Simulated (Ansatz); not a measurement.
`[F][SbH][SeH]` and `[GaH2][SbH][SeH]` differ in one atom or group.

Ansatz, PBE0-D4/def2-TZVP geometries, multiplicity 1. Each molecule was computed in one conformer, which needn't be the lowest.

Elements past krypton have def2 core potentials. Scalar relativity is left out up to krypton.

```tsv
property	`[F][SbH][SeH]`
HOMO–LUMO gap (B3LYP/def2-TZVPP) / eV	5.49
size of the dipole moment (B3LYP/def2-TZVPP) / D	2.29
HOMO–LUMO gap (PBE0/def2-TZVPP) / eV	5.97
size of the dipole moment (PBE/def2-TZVPP) / D	2.09
HOMO energy (PBE0/def2-TZVPP) / eV	-7.45
LUMO energy (PBE/def2-TZVPP) / eV	-2.23
```

Q: What does the change do to each property? (An estimate is asked.)

A: The calculation gave: 
| property | `[GaH2][SbH][SeH]` | shift |
| --- | --- | --- |
| HOMO–LUMO gap (B3LYP/def2-TZVPP) / eV | 4.18 | -1.31 |
| size of the dipole moment (B3LYP/def2-TZVPP) / D | 1.33 | -0.96 |
| HOMO–LUMO gap (PBE0/def2-TZVPP) / eV | 4.65 | -1.32 |
| size of the dipole moment (PBE/def2-TZVPP) / D | 1.22 | -0.87 |
| HOMO energy (PBE0/def2-TZVPP) / eV | -6.77 | 0.68 |
| LUMO energy (PBE/def2-TZVPP) / eV | -2.87 | -0.64 |

With PBE0 the HOMO rises by 0.68 eV and the LUMO falls by 0.64 eV, so the gap narrows by about 1.32 eV. PBE moves the HOMO by 0.64 eV and ωB97M-V by 0.72 eV. The zero-point energy changes by 29.2 kJ/mol with +6 modes. Dipoles are sizes alone; their direction can turn.

B3LYP here is the variant with VWN-RPA as its local correlation; programs differ in this.

Spin–orbit coupling is left out; it splits and shifts lone-pair levels of the heavy atoms by tenths of an eV.
